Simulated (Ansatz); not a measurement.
Reaction (cleavage of the Si–Sb bond): `SB[SiH2][SbH2]` + silanol → `[SiH3]O[SiH2]BS` + stibine

Calculated with Ansatz (gas phase, PBE0-D4/def2-TZVP geometries, no zero-point term in ΔE). CCSD(T)/CBS adds triple-zeta CCSD(T) − MP2 to the extrapolated MP2 energy (def2 sets, frozen cores). Functionals use def2-TZVPP. B3LYP here is the variant with VWN-RPA as its local correlation; programs differ in this. HSE06 is defined as in plane-wave codes. def2 core potentials past Kr. For Sb outer-core shells are correlated without core-valence functions, which leaves a few kJ/mol of doubt a bond. Each species was taken in one conformer, which may not be the lowest.

```json
{"level": "PBE-D4", "ΔE (kcal/mol)": "-10.6", "difference from CCSD(T)/CBS": "3.8"}
{"level": "revPBE-D4", "ΔE (kcal/mol)": "-11.1", "difference from CCSD(T)/CBS": "3.3"}
{"level": "r2SCAN-D4", "ΔE (kcal/mol)": "-14.3", "difference from CCSD(T)/CBS": "0.1"}
{"level": "HSE06-D4", "ΔE (kcal/mol)": "-11.9", "difference from CCSD(T)/CBS": "2.5"}
{"level": "PBE-QIDH", "ΔE (kcal/mol)": "-13.9", "difference from CCSD(T)/CBS": "0.5"}
{"level": "B3LYP", "ΔE (kcal/mol)": "-16.2", "difference from CCSD(T)/CBS": "-1.8"}
{"level": "HF/def2-SVP", "ΔE (kcal/mol)": "-19.8", "difference from CCSD(T)/CBS": "-5.4"}
{"level": "CCSD(T)/def2-SVP", "ΔE (kcal/mol)": "-16.0", "difference from CCSD(T)/CBS": "-1.6"}
{"level": "HF/def2-QZVPP", "ΔE (kcal/mol)": "-21.9", "difference from CCSD(T)/CBS": "-7.5"}
{"level": "SCS-MP2/def2-QZVPP", "ΔE (kcal/mol)": "-16.1", "difference from CCSD(T)/CBS": "-1.7"}
{"level": "CCSD(T)/CBS", "ΔE (kcal/mol)": "-14.4", "difference from CCSD(T)/CBS": "0"}
```

Largest T1 diagnostic among the species: 0.015.

From BLYP to BHLYP (50 % exact exchange), in def2-TZVPP and without D4, ΔE moves by −3.5 kcal/mol. Leaving LDA and LC-ωPBE aside and taking each functional with its dispersion term where it has one, the values, not all of them listed here, spread over 8.0 kcal/mol, from CAM-B3LYP-D4 to PBE-D4. LDA lies −1.6 kcal/mol from PBE without D4. At CCSD(T), def2-SVP lies −1.6 kcal/mol from the extrapolated value and def2-TZVPP −1.6 kcal/mol.

CCSD(T)/CBS has its own doubt, a few kJ/mol and more with outer-core shells, so smaller differences from it don't rank the levels.
